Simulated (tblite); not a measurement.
C₈H₁₀FP.
Atom-mapped SMILES: `[CH:1]#[C:2][CH2:3][P:4]1[CH2:5][CH2:6][C:7]([F:8])=[C:9]1[CH3:10]` (hydrogens: H11 on C1; H12, H13 on C3; H14, H15 on C5; H16, H17 on C6; H18, H19, H20 on C10)

Geometry (GFN2-xTB, Å), atoms numbered from 1 in this order:
```
atom  x, y, z in Å
C1     2.271    0.088   -1.327
C2     1.988    0.194   -0.168
C3     1.619    0.330    1.216
P4    -0.173   -0.126    1.583
C5    -0.279   -1.783    0.709
C6    -0.776   -1.577   -0.725
C7    -1.171   -0.142   -0.846
F8    -1.747    0.224   -2.013
C9    -0.953    0.706    0.152
C10   -1.290    2.159    0.179
H11    2.533   -0.001   -2.338
H12    2.244   -0.312    1.846
H13    1.756    1.366    1.542
H14   -0.981   -2.401    1.274
H15    0.693   -2.278    0.742
H16    0.006   -1.800   -1.455
H17   -1.631   -2.218   -0.951
H18   -1.938    2.378    1.027
H19   -0.383    2.753    0.289
H20   -1.792    2.452   -0.741
```

Level: GFN2-xTB in tblite, geometry and Hessian alike; calculated harmonic values, unscaled, isolated species. The method is semi-empirical: single wavenumbers can be off by several per cent or more. One conformer, not necessarily the lowest.

Harmonic wavenumbers (cm⁻¹): 44.5, 62.7, 87.4, 98.7, 144.5, 172.8, 229.1, 235.4, 292.4, 325.5, 359.1, 401.2, 449.5, 481.8, 520.2, 612.4, 637.3, 656.9, 702.3, 719.3, 748.1, 807.8, 878.2, 932.9, 1003.1, 1028.5, 1049.4, 1077.1, 1102.4, 1115.4, 1159.6, 1179.4, 1184.5, 1186.5, 1240.0, 1305.1, 1398.4, 1404.4, 1439.9, 1465.6, 1467.2, 1475.4, 1714.7, 2281.0, 2923.2, 2937.3, 2947.1, 2964.2, 2973.1, 2981.0, 2994.3, 3010.2, 3035.6, 3397.5.

A = 1369, B = 1037, C = 981.0 MHz; mass 156.050 u (most abundant isotopes); point group C1, symmetry number 1.

Task: What is the zero-point energy?

Result: ½Σν̃ = 33521 cm⁻¹ = 95.84 kcal/mol.

Task: What is S at 298.15 K and 1 bar for an ideal gas of classical rigid rotors and harmonic oscillators?

Result: Translation 41.07, rotation 29.82, vibration 35.70: S = 106.6 cal/(mol K).

Task: And Cp and H(298.15 K) − H(0)?

Result: Cp = 43.92 cal/(mol K), of which vibrations give 35.97 (their classical limit is 54 R = 107.3); H(298.15 K) − H(0) = 7.93 kcal/mol without the zero-point energy, 5.56 from vibrations.

Task: How do the functions run with temperature in this model?

Result: 
```json
{"T (K)": "150", "S (cal/(mol K))": "82.8", "Cp (cal/(mol K))": "27.2", "H − H(0) (kcal/mol)": "2.65", "G − H(0) (kcal/mol)": "-9.77", "ln q(vib)": "3.84"}
{"T (K)": "250", "S (cal/(mol K))": "99.3", "Cp (cal/(mol K))": "38.6", "H − H(0) (kcal/mol)": "5.94", "G − H(0) (kcal/mol)": "-18.90", "ln q(vib)": "7.06"}
{"T (K)": "400", "S (cal/(mol K))": "121.0", "Cp (cal/(mol K))": "54.4", "H − H(0) (kcal/mol)": "12.95", "G − H(0) (kcal/mol)": "-35.46", "ln q(vib)": "11.75"}
{"T (K)": "600", "S (cal/(mol K))": "146.2", "Cp (cal/(mol K))": "70.0", "H − H(0) (kcal/mol)": "25.49", "G − H(0) (kcal/mol)": "-62.24", "ln q(vib)": "17.73"}
{"T (K)": "900", "S (cal/(mol K))": "177.6", "Cp (cal/(mol K))": "84.7", "H − H(0) (kcal/mol)": "48.89", "G − H(0) (kcal/mol)": "-110.99", "ln q(vib)": "25.96"}
```

q(vib) and H(0) count from the zero-point level.

Task: Which modes carry the vibrational entropy at 298.15 K?

Result: 44.5 cm⁻¹: 5.05; 62.7 cm⁻¹: 4.37; 87.4 cm⁻¹: 3.72; 98.7 cm⁻¹: 3.48; 144.5 cm⁻¹: 2.74; 172.8 cm⁻¹: 2.40 cal/(mol K); the other 48 give 13.94 together.

Task: Blend soft modes into free rotors: weight 1/[1 + (100 cm⁻¹/ν̃)⁴] for the oscillator and the rest for a rotor with moment μB/(μ + B), μ = h/(8π²ν), B = 10⁻⁴⁴ kg m². What vibrational entropy results?

Result: 32.65 cal/(mol K) in place of 35.70, which changes −T·S at 298.15 K by +0.91 kcal/mol.

Task: What must be added to the electronic energy to get the Gibbs energy at 298.15 K and 1 bar?

Result: ZPE + [H(298.15 K) − H(0)] − T·S = 95.84 + 7.93 − 31.78 = 71.99 kcal/mol.

Hindered rotation and anharmonicity are outside this model. Other conformers, if any are populated, would add a mixing term that is left out. The structure is chiral; the term R ln 2 for an equal mix with its mirror image is left out.
